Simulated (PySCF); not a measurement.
C₈H₄N₂OS₂, SMILES c1nnc(-c2cc3sccc3s2)o1.

Geometry: PBE0-D3(BJ)/def2-SVP. This is a generated structure with no PubChem entry under its InChIKey; it may be hypothetical. The values are those of a single conformer.

Computed with TDA-PBE/def2-SVP (PySCF).

Vertical excitations. Isolated molecule, no solvent. State labels are in the subgroup Cs.

```csv
state,symmetry,energy (eV),λ (nm),f,main pairs
S1,A",3.69,336,0.001,HOMO−2→LUMO 99 %
S2,A',3.90,318,0.164,"HOMO−1→LUMO 54 %, HOMO→LUMO 32 %"
S3,A',4.24,292,0.716,"HOMO→LUMO 54 %, HOMO−1→LUMO 35 %"
S4,A',4.66,266,0.083,"HOMO→LUMO+1 50 %, HOMO−3→LUMO 40 %"
S5,A',4.99,248,0.002,"HOMO→LUMO+2 60 %, HOMO−4→LUMO 10 %, HOMO→LUMO+1 9 %"
S6,A",5.10,243,0.000,HOMO→LUMO+3 99 %
T1,A',2.64,469,0,HOMO→LUMO 98 %
T2,A',3.25,382,0,HOMO−1→LUMO 99 %
```
Triplets are in the Tamm–Dancoff approximation.
